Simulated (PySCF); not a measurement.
Vertical excitations of a molecule C₂H₉NSi from PySCF with TDDFT-CAM-B3LYP/def2-SVPD, as energy in eV (oscillator strength): 6.39 (0.019), 7.47 (0.024), 7.78 (0.023), 7.98 (0.028), 8.15 (0.017), 8.38 (0.070), 8.46 (0.024), 8.50 (0.038), 8.87 (0.040), 8.88 (0.018). Lowest triplet (TDA): 6.02 eV. The structure is a stationary point at r2SCAN-D4/def2-SVP. Other conformers were not sampled.

Which molecule gave these data?
A) CC[SiH2]N
B) CCN[SiH3]
C) CN(C)[SiH3]
D) C[SiH](C)N

A, CC[SiH2]N
